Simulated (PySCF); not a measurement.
State search for RuH

Unrestricted PBE0; basis H cc-pVDZ, Ru cc-pVDZ-PP with ECP28; scalar-relativistic core potentials; PySCF 2.14. Outer shells of the fragments: H 1s1; Ru 4d7 5s1.

Followed along the bond (rough minima from three points):

```tsv
2Ms+1	unpaired	⟨S²⟩ at the start	R at minimum (Å)	Te (eV)
4	σ ↑, δ ↑↑	3.76	1.59	0.00
4	σ ↑, π ↑, δ ↑	3.77	1.63	0.06
4	σ ↑, π ↑, δ ↑	3.76	1.62	0.17
4	π ↑, δ ↑↑	3.77	1.61	0.75
2	σ ↑, δ ↑↓	1.75	1.57	0.87
2	σ ↑, π ↓, δ ↑	1.75	1.61	0.88
```

Solutions found at the starting distance of 1.515 Å, counted from the lowest of them; the search is not exhaustive and high or unbound solutions are not listed, so other states can lie among these:

```json
{"2Ms+1": "4", "unpaired": "σ ↑, δ ↑↑", "term": "⁴Σ⁻", "E (eV)": "0.00", "⟨S²⟩": "3.76", "⟨Lz²⟩": "0.00", "μ (D)": "2.03"}
{"2Ms+1": "4", "unpaired": "σ ↑, π ↑, δ ↑", "term": "mixed", "E (eV)": "0.12", "⟨S²⟩": "3.77", "⟨Lz²⟩": "4.31", "μ (D)": "2.22"}
{"2Ms+1": "4", "unpaired": "σ ↑, π ↑, δ ↑", "term": "mixed", "E (eV)": "0.21", "⟨S²⟩": "3.76", "⟨Lz²⟩": "5.01", "μ (D)": "2.13"}
{"2Ms+1": "4", "unpaired": "π ↑, δ ↑↑", "term": "mixed", "E (eV)": "0.78", "⟨S²⟩": "3.77", "⟨Lz²⟩": "1.67", "μ (D)": "2.08"}
{"2Ms+1": "2", "unpaired": "σ ↑, δ ↑↓", "term": "mixed", "E (eV)": "0.86", "⟨S²⟩": "1.75", "⟨Lz²⟩": "8.01", "μ (D)": "1.93"}
{"2Ms+1": "2", "unpaired": "σ ↑, π ↓, δ ↑", "term": "mixed", "E (eV)": "0.92", "⟨S²⟩": "1.75", "⟨Lz²⟩": "5.02", "μ (D)": "2.11"}
```

A term symbol is given only where ⟨S²⟩ and ⟨Lz²⟩ are close to those of a pure state; real π, δ and φ orbitals otherwise mix terms. A positive dipole means H(−)Ru(+).

Problem. Compare the gap between the two lowest followed solutions at the starting distance with the gap between their minima.

Solution. At PBE0 the second solution (quartet, unpaired electrons σ ↑, π ↑, δ ↑) lies +0.12 eV from the first (quartet, unpaired electrons σ ↑, δ ↑↑) at 1.515 Å and +0.06 eV at the minima; the two curves relax by different amounts, since their minima lie near 1.63 and 1.59 Å.

Spin–orbit coupling is left out. With d or f electrons several states lie close, and the lowest PBE0 determinant need not be the measured ground state.
